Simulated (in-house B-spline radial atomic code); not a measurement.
Two electrons outside the [Kr] 4d10 core: Pr¹¹⁺

Computed with an all-electron radial atomic-structure program (B-spline basis): configuration interaction (CI) of the two valence electrons in the field of the frozen Dirac-Fock core, alone and with many-body perturbation theory for the core (screened one- and two-electron correlation potentials), Breit and QED terms; no-pair Dirac Hamiltonian, finite nucleus. Labels give the configuration (outer n counted up each series) and the leading LS term, or the jj pair where no LS term holds 70 %.

Command:
```bash
python run_mb.py task.json out
```
Settings (nuclear radius in fm, box in bohr, cutoff in hartree):
```
basis_form          3
Z                   59
core_configuration  [Kr] 4d10
rms_radius          4.8919
mass_number         141
speed_of_light      137.036
box_radius          6.923
lmax                6
intervals           60
virtual_cutoff      6962.0
```

Time taken, with all properties: 3.5 min on 1 thread of Arm Neoverse N1 (shared host).

Excitation energies (cm⁻¹):

```tsv
level	purity of the LS term	CI alone	CI + MBPT + Breit + QED	Landé g of the LS mixture
5s2 1S0	1.0	0	0	-
4f5s 3F°2	1.0	141213	126917	0.67
4f5s 3F°3	0.959	?	?	?
4f5s 3F°4	1.0	144477	130359	1.25
4f5s 1F°3	0.959	150337	136693	1.00
5s5p 3P°0	1.0	141947	148054	-
5s5p 3P°1	0.921	150997	156354	1.46
5s5p 3P°2	1.0	183277	189916	1.50
5s5p 1P°1	0.92	231571	227770	1.04
4f2 3H4	0.973	308860	275923	0.81
4f2 3H5	1.0	311362	278480	1.03
4f2 3H6	0.998	313877	281152	1.17
4f2 3F2	0.977	317064	282720	0.67
4f2 3F3	0.994	?	?	?
```

Task: Where does 4f5s 3F°3 lie?

Result: 142257 cm⁻¹ in CI alone and 128031 cm⁻¹ with all corrections; g = 1.08.

Task: Where does 4f2 3F3 lie?

Result: 318255 cm⁻¹ in CI alone and 284415 cm⁻¹ with all corrections; g = 1.08.

Task: What is the first ionisation energy?

Result: 199.07 eV to the 5s1/2 state of the next ion (197.22 eV from CI alone). NIST lists 196 ± 2.5 eV (tabulated theory).

Some electric-dipole lines (reduced elements in atomic units, length form; vacuum wavelengths from the computed energies):

```tsv
upper	lower	D bare (size)	D with core polarisation (size)	λ (nm)	A (s⁻¹)
5s5p 3P°1	5s2 1S0	0.476	0.41	63.957	4.3e+08
5s5p 1P°1	5s2 1S0	1.69	1.46	43.904	1.7e+10
4f2 3F2	4f5s 3F°2	0.186	0.162	64.183	4e+07
```

Weak lines are less accurate than strong ones.
